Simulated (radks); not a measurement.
Task: The mean radii <r> (bohr) of the occupied orbitals of an atom or ion are listed with their occupations. Method: scalar-relativistic Kohn-Sham, SCAN, spin-polarised, spherical densities, finite nucleus; meta-GGA in the generalised Kohn-Sham scheme; Fermi nuclear charge, rms radius of each element as measured or else 0.836 A^(1/3) + 0.57 fm; computed with a radial shooting solver on a logarithmic mesh with Libxc functionals.

| orbital | occ. | <r> |
|---|---|---|
| 1s down | 1 | 0.02507 |
| 1s up | 1 | 0.02507 |
| 2s up | 1 | 0.1074 |
| 2s down | 1 | 0.1074 |
| 2p up | 3 | 0.09425 |
| 2p down | 3 | 0.09425 |
| 3s up | 1 | 0.2846 |
| 3s down | 1 | 0.2846 |
| 3p up | 3 | 0.2828 |
| 3p down | 3 | 0.2828 |
| 3d up | 5 | 0.2600 |
| 3d down | 5 | 0.2600 |
| 4s up | 1 | 0.6543 |
| 4s down | 1 | 0.6543 |
| 4p up | 3 | 0.6930 |
| 4p down | 3 | 0.6931 |
| 4d up | 5 | 0.7681 |
| 4d down | 5 | 0.7681 |
| 5s up | 1 | 1.566 |
| 5s down | 1 | 1.558 |
| 5p up | 3 | 1.796 |
| 5p down | 3 | 1.780 |
| 5d up | 1 | 2.573 |

Name the element and its charge. Open shells, if any, are filled with parallel spins first.

Result: Z = 57, lanthanum, charge +2: La2+ in [Xe] 5d1. The 1s radius gives Z: for a bare nucleus <r> = (2 gamma + 1)/(2Z) with gamma = sqrt(1 - (Z/c)^2), 0.02473 bohr for Z = 57, and screening makes it slightly larger (0.02507 here). The occupations add up to 55, and the charge is Z minus that.
